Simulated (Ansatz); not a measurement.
System: BHBr₂, charge 0, singlet. BHBr2 (dibromoborane, SMILES BrBBr).
B3LYP-D3(BJ)/def2-TZVP minimum from Ansatz (an electronic-structure program):
```
B
H 1 1.1800
Br 1 1.9017 2 119.19
Br 1 1.9017 2 119.19 3 -180.00
```
Charge 0, spin multiplicity 1.

Quantity: atomisation energy (electronic, to ground-state atoms), in kcal/mol. Open shells are spin-unrestricted; no spin-orbit coupling. Cores are frozen in correlated methods (noble-gas shells, and filled d and f shells in the p block). No relativity. CBS(X,Y): correlation extrapolated as X^-3, Hartree-Fock from the larger set (Q,5: extrapolated as (X+1)exp(-9√X)). A bracket is a step between two methods taken in the basis named. Double hybrids freeze cores in their MP2 part. Where a partner has so few electrons that a lower coupled-cluster level is exact, that level stands in. Spin-orbit terms, left out, reach several kcal/mol for Br and I, and more for heavier atoms.

CCSD(T)/CBS(cc-pVQZ,cc-pV5Z) + [CCSDT(Q) - CCSD(T)]/cc-pVTZ (Ansatz) gives 280.6 kcal/mol.

Problem. What does PBE/def2-TZVPD (Ansatz) give here, and how do the other levels compare?

Solution. PBE gives 289.5 kcal/mol, 8.9 kcal/mol above it. Differences of the others: r2SCAN/def2-TZVPD (Ansatz) 8.3; B3LYP/def2-TZVPD (Ansatz) -3.7; PBE0/def2-TZVPD (Ansatz) 4.6; wB97M-V/def2-TZVPD (Ansatz) 0.8; B2PLYP/def2-TZVPD (Ansatz) -2.5; CCSD(T)/CBS(cc-pVQZ,cc-pV5Z) (Ansatz) -0.1 kcal/mol.
